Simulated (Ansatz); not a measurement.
Reaction (SMILES): C[C@@H]1CC[C@H](C)C1 + 7 C (CH4) -> 7 CC (C2H6)
Structures are relaxed separately at B3LYP-D3(BJ)/def2-TZVP in Ansatz (a quantum-chemistry and plane-wave program), one conformer each, not searched for the lowest.

Quantity: bond separation energy (electronic energy difference), in kJ/mol. Correlated levels leave the core frozen unless marked. Spin-orbit coupling is left out. No relativistic terms. Basis-set limits of correlation are two-point, X^-3; Hartree-Fock from the larger set. [CCSD(T)-MP2]/basis is that difference in the basis named.

```csv
level,program,bond separation energy (kJ/mol)
PBE/def2-TZVPD,Ansatz,20.9
revPBE-D4/def2-TZVPD,Ansatz + dftd4,42.6
B3LYP-D4/def2-TZVPD,Ansatz + dftd4,31.4
r2SCANh/def2-TZVPD,Ansatz,31.8
MP2/6-31G,Ansatz,49.0
CCSD(T)/cc-pwCVTZ,Ansatz,41.1
"RI-MP2/CBS(cc-pVTZ,cc-pVQZ)+[CCSD(T)-MP2]/cc-pVTZ",Ansatz,43.2
```
